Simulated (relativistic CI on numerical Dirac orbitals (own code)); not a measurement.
Er²⁺ (4f12) in a crystal field

Calculated by Dirac-Coulomb-Breit CI, separate exchange-only KLI orbitals for each configuration, model QED, valence Slater integrals scaled by 0.7, one configuration in a parametric crystal field (own radial code).

Field parameters in Wybourne normalisation; cubic f-shell fields have B⁴₄ = √(5/14) B⁴₀ and B⁶₄ = −√(7/2) B⁶₀. The field is a parameter set, without covalency.

S and J are read from ⟨S²⟩ = S(S + 1) and ⟨J²⟩ = J(J + 1) of each level; they are not fictitious spins.

C2v, B20 = -380, B22 = 10, B40 = -180, B42 = -200, B44 = -240, B60 = -480, B62 = 0, B64 = -350, B66 = -270 cm⁻¹, the lowest 16 levels:

```csv
E (cm⁻¹),Degeneracy,S,J
0.0,1,0.99,6.00
9.2,1,0.99,6.00
10.7,1,0.99,6.00
21.7,1,0.99,6.00
104,1,0.99,6.00
105,1,0.99,6.00
145,1,0.99,6.00
185,1,0.99,6.00
188,1,0.99,6.00
194,1,0.99,6.00
243,1,0.99,6.00
310,1,0.99,6.00
319,1,0.99,6.00
4252,1,0.74,4.00
4323,1,0.74,4.00
4323,1,0.74,4.00
```

C2v, B20 = -90, B22 = -130, B40 = -550, B42 = -330, B44 = 290, B60 = 320, B62 = 70, B64 = -190, B66 = -380 cm⁻¹, the lowest 16 levels:

| E (cm⁻¹) | Degeneracy | S | J |
| --- | --- | --- | --- |
| 0.0 | 1 | 0.99 | 6.00 |
| 26.0 | 1 | 0.99 | 6.00 |
| 75.2 | 1 | 0.99 | 6.00 |
| 80.0 | 1 | 0.99 | 6.00 |
| 89.6 | 1 | 0.99 | 6.00 |
| 161 | 1 | 0.99 | 6.00 |
| 177 | 1 | 0.99 | 6.00 |
| 186 | 1 | 0.99 | 6.00 |
| 212 | 1 | 0.99 | 6.00 |
| 257 | 1 | 0.99 | 6.00 |
| 262 | 1 | 0.99 | 6.00 |
| 299 | 1 | 0.99 | 6.00 |
| 317 | 1 | 0.99 | 6.00 |
| 4291 | 1 | 0.74 | 4.00 |
| 4293 | 1 | 0.74 | 4.00 |
| 4319 | 1 | 0.74 | 4.00 |

D3d, B20 = 1220, B40 = 40, B43 = -590, B60 = 320, B63 = -160, B66 = 50 cm⁻¹, the lowest 10 levels:

```tsv
E (cm⁻¹)	Degeneracy	Irrep	S	J
0.0	1	A1	0.99	6.00
22.6	2	E	0.99	6.00
81.0	2	E	0.99	6.00
146	1	A2	0.99	6.00
219	1	A1	0.99	6.00
345	2	E	0.99	6.00
554	2	E	0.99	6.00
693	1	A2	0.99	6.00
693	1	A1	0.99	6.00
4404	1	A1	0.74	4.01
```

D3h, B20 = 50, B40 = -330, B60 = -100, B66 = 330 cm⁻¹, the lowest 10 levels:

```
E (cm⁻¹)  Degeneracy     S     J
     0.0           1  0.99  6.00
    11.5           2  0.99  6.00
    32.4           2  0.99  6.00
    44.7           1  0.99  6.00
    51.2           1  0.99  6.00
    65.4           1  0.99  6.00
     104           2  0.99  6.00
     138           2  0.99  6.00
     148           1  0.99  6.00
    4237           2  0.74  4.00
```

Oh, B40 = 520, B60 = 80 cm⁻¹, the lowest 10 levels:

```
E (cm⁻¹)  Degeneracy  Irrep     S     J
     0.0           1     A1  0.99  6.00
    22.3           3     T1  0.99  6.00
    48.0           3     T2  0.99  6.00
    90.2           1     A2  0.99  6.00
     156           3     T2  0.99  6.00
     166           2      E  0.99  6.00
    4219           3     T2  0.74  4.00
    4339           2      E  0.75  4.00
    4348           3     T1  0.74  4.00
    4361           1     A1  0.74  4.00
```

The next free-ion level lies 4218 cm⁻¹ above the lowest; the field splits the ground level into components whose J stays near 6 as long as their spread is small against that gap.

Levels of this model without a field, named by their leading LS term (the scale mimics covalency, so terms lie below those of the real free ion): 3H_6 0, 3F_4 4218, 3H_5 6850, 3H_4 10247, 3F_3 11980, 3F_2 12330, 1G_4 16851, 1D_2 22973 cm⁻¹.
